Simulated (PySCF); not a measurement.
Z-matrix (Å, degrees):
```
Hf
N 1 2.0374
H 2 1.0254 1 127.52
H 2 1.0281 3 108.16 1 174.15
N 1 2.0375 2 106.19 3 5.89
H 5 1.0254 1 127.50 2 -107.05
H 5 1.0280 6 108.18 1 174.26
N 1 2.0377 2 106.27 3 -106.86
H 8 1.0254 1 127.64 2 5.55
H 8 1.0281 9 108.14 1 174.33
Cl 1 2.4060 2 112.49 3 129.45
```
Charge 0, multiplicity 1.

### Question
Give the HOMO, charge on the central atom (Mulliken) and LUMO at the level TPSSh-D3(BJ)/def2-TZVP // PBE-D3(BJ)/def2-SVP run with PySCF.

### Answer

```
Item                                      Value
-------------------------------------  --------
HOMO                                   -6.51 eV
charge on the central atom (Mulliken)    1.37 e
LUMO                                   -0.44 eV
```
